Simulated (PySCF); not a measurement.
Computed IR spectrum (relative IR intensity) of a molecule C₆H₇F. The structure is a stationary point at PBE-D3(BJ)/def2-SVP. Other conformers were not sampled. Computed with PBE-D3(BJ)/def2-SVP (PySCF). Harmonic, unscaled wavenumbers; measured fundamentals usually lie a few per cent lower.

ν (cm⁻¹): 493 (w), 564 (w), 607 (vw), 825 (m), 860 (m), 901 (w), 1159 (m), 1193 (w), 1224 (w), 1346 (s), 1383 (w), 1412 (w), 1659 (m), 1669 (vs), 2968 (m), 3002 (w), 3006 (w), 3050 (w), 3178 (w) (against the strongest line: vs over 80 %, s over 45 %, m over 15 %, w over 4 %, vw less)

Problem. Which structure fits?
(A) C=C=CC/C=C\F
(B) C#C/C=C/[C@@H](C)F
(C) CC#C[C@@H]1C[C@H]1F
(D) C=C1C=C(F)CC1

Solution. D, C=C1C=C(F)CC1
